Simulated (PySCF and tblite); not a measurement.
trans-1,2-dimethylcyclohexane, C8H16, numbered as in [CH3:1][C@@H:2]1[CH2:3][CH2:4][CH2:5][CH2:6][C@H:7]1[CH3:8].

Free energies: PBE0-D3(BJ)/pcSseg-1 (IEF-PCM, chloroform) on GFN2-xTB structures plus GFN2-xTB thermal terms, symmetry and mirror images included. Conformers within 3 kcal/mol (GFN2-xTB free energy) were kept, 10 at most. GIAO shieldings: PBE0/pcSseg-1 (IEF-PCM, chloroform). Shifts are against TMS (¹H), TMS (¹³C) at the same level. Programs: PySCF with density fitting and tblite.

The 6-ring runs over atoms 2–3–4–5–6–7.

| conformer | shape | weight % | dipole D |
| --- | --- | --- | --- |
| 1 | 6-ring chair (all substituents equatorial) | 97.2 | 0.05 |
| 2 | 6-ring chair (C1, C8 axial) | 2.8 | 0.04 |

How do the computed shifts compare with measured ones?


```json
{"nucleus": "¹H", "signal": "H1/H8", "leading conformer": "0.96", "average": "0.96", "measured": "0.88", "medium": "not stated in the table (CDCl3 in this author's series)"}
{"nucleus": "¹H", "signal": "H2/H7", "leading conformer": "0.76", "average": "0.78", "measured": "0.94", "medium": "not stated in the table (CDCl3 in this author's series)"}
```

Measured values: The use of chemical shift calculations in the conformational analysis of substituted benzenes, New J. Chem. 2019 (ESI). Mean difference for ¹H: -0.04 ppm, scatter 0.12 ppm. The computed shifts are unscaled and lack vibrational corrections.
